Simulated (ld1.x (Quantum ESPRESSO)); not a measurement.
# Ranking TM potentials for Ba (Z = 56)

All share these settings but for the change named:

ld1.x (Quantum ESPRESSO) 7.5 input, shortened:

```
&input
   title='Ba', zed=56., rel=1, dft='PBE', iswitch=3,
   config='[Xe] 5d0 6s0 6p0'
 /
 &inputp
   pseudotype=2, tm=.true., lloc=-1, rcloc=2.00,
   nlcc=.false.
 /
3
5S  1  0   2.00   0.00  2.70  2.70  0.0
5P  2  1   6.00   0.00  1.85  1.85  0.0
5D  3  2   0.00   0.00  3.10  3.10  0.0
 &test
   configts(1)='5s2 5p6 5d0 6s0 6p0'
 /
```

Cutoff: the first of the cutoffs (Ry, on a coarse ladder) from which the occupation-weighted sum of valence levels, in a spherical-Bessel basis at the reference potential, stays within 10 and 1 mRy of its value at 400 Ry; the density cutoff is not measured.

The base gives 30 Ry.

Of 6 variants that were run, those that failed, showed a ghost or another fault, or gave nearly equal values are left out.

A variant can come out equal or close to the base.

**Question.** Rank these variants from softest to hardest (loose cutoff).
A. wave 5s (bound): rc 2.70 bohr becomes 5s (bound): rc 2.62 bohr
B. wave 5s (bound): rc 2.70 bohr becomes 5s (bound): rc 2.28 bohr
C. wave 5s (bound): rc 2.70 bohr becomes 5s (bound): rc 1.94 bohr

**Answer.** A (30 Ry), B (35 Ry), C (40 Ry).
